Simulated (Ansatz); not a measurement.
A made-up structure of CHBI (charge -1), singlet:

B1  (-0.430, 0.608, -0.437)
C2  (0.226, -0.321, 0.231)
I3  (0.179, -1.075, -1.768)
H4  (-1.018, 1.442, -1.037)
(Å)

It is relaxed with PBE-D4/def2-SVPD and then PBE0-D4/def2-TZVPD (Ansatz 0.2.0). Atoms count as bonded within 1.22 times the sum of their covalent radii (H–H: 0.88 Å). The end point is not checked to be a true minimum.

(1) Does its bonding change? (A judgement: the text doesn't fix the answer.)

Answers

(1) Computed: No: no bond forms or breaks.

Where it ends: The first stage lowers the energy by 0.62 eV in 7 steps. It ends as CHBI ([BH]1[C][I]1), total charge -1:
```xyz
4
angstrom
B -0.4521 0.6169 -0.5152
C 0.2304 -0.2926 0.3145
I 0.2334 -1.2125 -1.8560
H -1.0545 1.5430 -0.9544
```

Labels in which every atom is bracketed show which atoms are joined, not bond orders.

For scale, one of the runs: PBE0-D4/def2-TZVPD relaxation, 142 basis functions, launched by `ansatz run in.yaml --threads 2 --pin off --events-out ev --progress --plain --max-ram 4352MiB`. Hardware: 2 CPU threads of an Arm Neoverse V1, shared host. Wall time about 18 s.
